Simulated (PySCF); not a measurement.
C₄H₇BFN, SMILES C(=CB(NC)F)=C. The structure is a stationary point at r2SCAN-D4/def2-SVP. The structure was generated by enumeration, and PubChem lists no compound with its InChIKey, so it may never have been made. The values are those of a single conformer.

Computed equilibrium geometry at r2SCAN-D4/def2-SVP (PySCF confirms it by a frequency run) as Cartesian coordinates in Å, and its point group (one conformer of several):
point group Cs.
```xyz
14

C     -0.7780    -2.9419     0.0000
C      0.1297    -1.9958     0.0000
C      0.9949    -1.0053     0.0000
B      0.5669     0.5014     0.0000
F      1.5383     1.4373     0.0000
N     -0.7715     0.9115     0.0000
C     -1.2495     2.2757     0.0000
H     -1.1630    -3.3608     0.9374
H     -1.1630    -3.3608    -0.9374
H      2.0673    -1.2507     0.0000
H     -1.4905     0.1941     0.0000
H     -1.8608     2.5000     0.8920
H     -0.3894     2.9590     0.0000
H     -1.8608     2.5000    -0.8920
```
